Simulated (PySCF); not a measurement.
## Structure from NMR data

Molecular formula: C4H7NO2Si. Simulated spectra:

$^{1}$H NMR (600 MHz, computed): δ 6.63 (m, 2H), 6.61 (m, 2H), 5.02 (s, 1H), 2.42 (br s, 2H).

$^{13}$C{$^{1}$H} NMR (computed): δ 123.0 (CH), 117.4 (CH).

PySCF 2.14 calculation with GFN2-xTB geometry and PBE0/pcSseg-1 with gauge-including orbitals; single conformer, gas phase, equivalent nuclei averaged, non-relativistic Hamiltonian.

Scale: TMS for $^{1}$H (31.72 ppm) and $^{13}$C (186.93 ppm) (reference shieldings calculated alike).

Which of these isomers gave the spectra?
A. N#C[SiH]1OCCCO1
B. O[SiH](O)n1cccc1
C. C=NC(=C)O[SiH2]C=O
D. N#CC1(O[SiH2]O)CC1

## Answers

B. 

1. Rings plus π bonds: 3 (1 ring in the answer).
2. 2 carbon signals for 4 carbons: some carbons are equivalent by symmetry or fast rotation.
3. Carbon types of the structure: 4 × CH, leaving 3 H on heteroatoms.
4. δC 123.0: aromatic CH next to a ring nitrogen.
5. δC 117.4: aromatic CH.
6. δH 6.63: hydrogen on an aromatic CH next to a ring nitrogen; ring-current deshielding.
7. δH 6.61: hydrogen on an aromatic CH; the ring current deshields protons in the ring plane.
8. δH 2.42: hydrogen on an oxygen bonded to Si; exchangeable, gas-phase position.

The others: N#CC1(O[SiH2]O)CC1 would give 3 carbon signals, not 2; C=NC(=C)O[SiH2]C=O would give 4 carbon signals, not 2; N#C[SiH]1OCCCO1 would give 3 carbon signals, not 2.

Exchangeable OH/NH protons stand at their gas-phase positions; hydrogen bonding in a real sample shifts them, mostly to higher δ. Shifts are as computed. Against solution values, carbons near 30 ppm lie about +3 ppm off and those near 130 ppm about +5 ppm. Of 1211 compounds with measured shifts, 218 miss one by over three times the rms of a fit or turn the order of signals round; such compounds aren't used in these exercises. No couplings were computed; multiplicities are counted from neighbouring protons, with m where these are inequivalent, close in shift, in a saturated or five-membered ring or joined by F or P, and br s for small geminal =CH2 splittings.
